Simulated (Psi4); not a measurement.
stibine (H₃Sb), singlet, geometry from GFN2-xTB (all electrons, no relativity), with bond 4-1 at 1.3 times its length. Base run: Psi4 with PBE0/3-21G.

Geometry (Å):
```xyz
4

Sb    -0.0013    -0.0002     0.0551
H     -0.8647    -1.0295    -0.9603
H     -0.4296     1.2878    -0.9417
H      1.7674    -0.3222    -1.1944
```
All else is at Psi4's defaults, with exact integrals.
Base energy -6290.05254 Eh.

The base run was repeated with changes; each row names its change, and settings that it needs were set with it.

```json
[
 {"change": "base", "ΔE vs base (mEh)": "0.000", "SCF cycles": "7", "grid points": "86651", "basis functions": "39"},
 {"change": "diis_max_vecs = 15", "ΔE vs base (mEh)": "0.000", "SCF cycles": "7", "grid points": "86651", "basis functions": "39"},
 {"change": "cholesky_tolerance = 1e-6 (with scf_type cd)", "ΔE vs base (mEh)": "0.010", "SCF cycles": "7", "grid points": "86651", "basis functions": "39"},
 {"change": "basis_guess = sto-3g", "ΔE vs base (mEh)": "0.000", "SCF cycles": "6", "grid points": "86651", "basis functions": "39"},
 {"change": "guess = huckel", "ΔE vs base (mEh)": "0.000", "SCF cycles": "8", "grid points": "86651", "basis functions": "39"},
 {"change": "guess = sadno", "ΔE vs base (mEh)": "0.000", "SCF cycles": "8", "grid points": "86651", "basis functions": "39"},
 {"change": "damping_percentage = 50", "ΔE vs base (mEh)": "0.008", "SCF cycles": "37", "grid points": "86651", "basis functions": "39"},
 {"change": "d_convergence = 1e-10", "ΔE vs base (mEh)": "0.000", "SCF cycles": "11", "grid points": "86651", "basis functions": "39"},
 {"change": "dft_nuclear_scheme = stratmann", "ΔE vs base (mEh)": "0.013", "SCF cycles": "7", "grid points": "82336", "basis functions": "39"},
 {"change": "damping_percentage = 20", "ΔE vs base (mEh)": "0.000", "SCF cycles": "18", "grid points": "86651", "basis functions": "39"},
 {"change": "dft_spherical_points = 110", "ΔE vs base (mEh)": "0.248", "SCF cycles": "7", "grid points": "31549", "basis functions": "39"}
]
```
